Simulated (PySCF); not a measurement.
Precursor series Y Cl-F. Gas-phase values, no solvent.

The charge on the central atom (Mulliken) from two functionals at the same geometries (r2SCAN-D4/def2-SVP), both in PySCF: PBE-D3(BJ)/def2-TZVP and B3LYP-D3(BJ)/def2-TZVP. B3LYP has the VWN-RPA correlation part, as in Gaussian. 

| species | B3LYP-D3(BJ)/def2-TZVP (e) |
|---|---|
| 0 of 3 Cl replaced by F | 1.24 |
| 1 of 3 Cl replaced by F ([Y(Cl)2(F)]) | 1.36 |
| 2 of 3 Cl replaced by F | 1.47 |
| 3 of 3 Cl replaced by F ([Y(F)3]) | 1.58 |

Task: What does PBE-D3(BJ)/def2-TZVP give for each?

Result: 
- 0 of 3 Cl replaced by F: 1.16
- 1 of 3 Cl replaced by F ([Y(Cl)2(F)]): 1.26
- 2 of 3 Cl replaced by F: 1.35
- 3 of 3 Cl replaced by F ([Y(F)3]): 1.43
Over these rows, drawn at random from the members with no instability flagged (it was tested for open shells, ions and some series alone), PBE minus B3LYP-D3(BJ): mean -0.11 e, from -0.14 e to -0.08 e.
